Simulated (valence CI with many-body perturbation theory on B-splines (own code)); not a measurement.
Results of a calculation; reference values are marked as such.
## Level structure of Zr⁸⁺

Method: configuration interaction combined with many-body perturbation theory (CI+MBPT): four valence electrons over a frozen Dirac-Fock core [Ar] 3d10, radial functions for each j: 9 s, 9 p, 8 d, 6 f, 3 g, 1 h, with the one-electron correlation potential Σ1 (screened to all orders), the two-electron term Σ2, the three-electron term Σ3, Breit, model QED; selected single and double excitations, second order for the rest, scaled by the run's own slope (own B-spline code, finite nucleus).

No measured spectrum was set against this ion. As an estimate, levels hold to about 250 cm⁻¹ or 0.2 % of their energy and the worst to 1 %, as in measured heavy ions of charge 2 to 7; those with d or f electrons hold less well.

Levels 1 to 31 of 31, with energies above the lowest level, 4s2.4p2 3P_0. "Leading %" is the weight of the configuration and term that name the level; weights of strongly mixed levels are sums over their largest components and can fall short, so below about 35 % the name and the second component can differ from the true leading terms, or belong to a minority configuration. In the jj column 3d3/2^4 stands for four electrons in 3d with j = 3/2.

| No. | Configuration | Term | J | E (cm⁻¹) | Leading % | Leading jj | Second component |
| --- | --- | --- | --- | --- | --- | --- | --- |
| 1 | 4s2.4p2 | 3P | 0 | 0 | 90 | 4s^2 4p1/2^2 (87 %) | 7 % 4s2.4p2 1S |
| 2 | 4s2.4p2 | 3P | 1 | 11343 | 98 | 4s^2 4p1/2 4p3/2 (98 %) |  |
| 3 | 4s2.4p2 | 3P | 2 | 18982 | 75 | 4s^2 4p1/2 4p3/2 (79 %) | 23 % 4s2.4p2 1D |
| 4 | 4s2.4p2 | 1D | 2 | 39834 | 74 | 4s^2 4p3/2^2 (79 %) | 23 % 4s2.4p2 3P |
| 5 | 4s2.4p2 | 1S | 0 | 66778 | 89 | 4s^2 4p3/2^2 (86 %) | 7 % 4s2.4p2 3P |
| 6 | 4s.4p3 | 5S° | 2 | 163370 | 96 | 4s 4p1/2 4p3/2^2 (50 %) |  |
| 7 | 4s.4p3 | 3D° | 1 | 207750 | 82 | 4s 4p1/2^2 4p3/2 (46 %) | 8 % 4s.4p3 3P° |
| 8 | 4s.4p3 | 3D° | 2 | 208140 | 80 | 4s 4p1/2 4p3/2^2 (59 %) | 11 % 4s.4p3 3P° |
| 9 | 4s.4p3 | 3D° | 3 | 212470 | 92 | 4s 4p1/2 4p3/2^2 (92 %) | 6 % 4s2.4p.4d 3D° |
| 10 | 4s.4p3 | 3P° | 0 | 235420 | 93 | 4s 4p1/2 4p3/2^2 (93 %) | 5 % 4s2.4p.4d 3P° |
| 11 | 4s.4p3 | 3P° | 1 | 236890 | 84 | 4s 4p1/2 4p3/2^2 (66 %) | 7 % 4s.4p3 3D° |
| 12 | 4s.4p3 | 3P° | 2 | 238720 | 70 | 4s 4p3/2^3 (49 %) | 11 % 4s.4p3 3D° |
| 13 | 4s.4p3 | 1D° | 2 | 264590 | 65 | 4s 4p1/2 4p3/2^2 (46 %) | 22 % 4s2.4p.4d 1D° |
| 14 | 4s.4p3 | 3S° | 1 | 282710 | 68 | 4s 4p1/2 4p3/2^2 (58 %) | 26 % 4s.4p3 1P° |
| 15 | 4s.4p3 | 1P° | 1 | 304410 | 63 | 4s 4p3/2^3 (60 %) | 27 % 4s.4p3 3S° |
| 16 | 4s2.4p.4d | 3F° | 2 | 317720 | 94 | 4s^2 4p1/2 4d3/2 (81 %) |  |
| 17 | 4s2.4p.4d | 3F° | 3 | 325050 | 95 | 4s^2 4p1/2 4d5/2 (58 %) |  |
| 18 | 4s2.4p.4d | 3F° | 4 | 336240 | 97 | 4s^2 4p3/2 4d5/2 (97 %) |  |
| 19 | 4s2.4p.4d | 3P° | 2 | 347050 | 37 | 4s^2 4p1/2 4d5/2 (70 %) | 36 % 4s2.4p.4d 1D° |
| 20 | 4s2.4p.4d | 3D° | 1 | 354850 | 47 | 4s^2 4p1/2 4d3/2 (73 %) | 40 % 4s2.4p.4d 3P° |
| 21 | 4s2.4p.4d | 1D° | 2 | 360050 | 35 | 4s^2 4p3/2 4d5/2 (41 %) | 26 % 4s2.4p.4d 3P° |
| 22 | 4s2.4p.4d | 3P° | 0 | 364310 | 91 | 4s^2 4p3/2 4d3/2 (91 %) | 5 % 4s.4p3 3P° |
| 23 | 4s2.4p.4d | 3P° | 1 | 367210 | 50 | 4s^2 4p3/2 4d3/2 (81 %) | 40 % 4s2.4p.4d 3D° |
| 24 | 4s2.4p.4d | 3D° | 3 | 369020 | 86 | 4s^2 4p3/2 4d5/2 (51 %) | 6 % 4s.4p3 3D° |
| 25 | 4s2.4p.4d | 3D° | 2 | 369710 | 60 | 4s^2 4p3/2 4d3/2 (47 %) | 27 % 4s2.4p.4d 3P° |
| 26 | 4s2.4p.4d | 1F° | 3 | 396230 | 92 | 4s^2 4p3/2 4d5/2 (40 %) |  |
| 27 | 4s2.4p.4d | 1P° | 1 | 402540 | 86 | 4s^2 4p3/2 4d5/2 (69 %) | 6 % 4s.4p3 1P° |
| 28 | 4p4 | 3P | 2 | 429830 | 61 | 4p1/2^2 4p3/2^2 (73 %) | 17 % 4s.4p2.4d 3P |
| 29 | 4p4 | 3P | 1 | 444920 | 72 | 4p1/2 4p3/2^3 (72 %) | 23 % 4s.4p2.4d 3P |
| 30 | 4p4 | 3P | 0 | 445220 | 66 | 4p1/2^2 4p3/2^2 (49 %) | 20 % 4s.4p2.4d 3P |
| 31 | 4p4 | 1D | 2 | 451190 | 60 | 4p1/2 4p3/2^3 (71 %) | 17 % 4s.4p2.4d 1D |

Names give the largest LS component (configuration and term), which can be under half, so a name can repeat, a term be missing and a line seem to break the LS rules; names also repeat where a configuration has a term twice.

The ionisation energy to 4s2.4p 2P°_1/2 of the next ion comes out as 153.38 eV (NIST: 153 ± 2.2 eV (theoretical)). All 31 levels together are meant to be complete up to 469240 cm⁻¹.
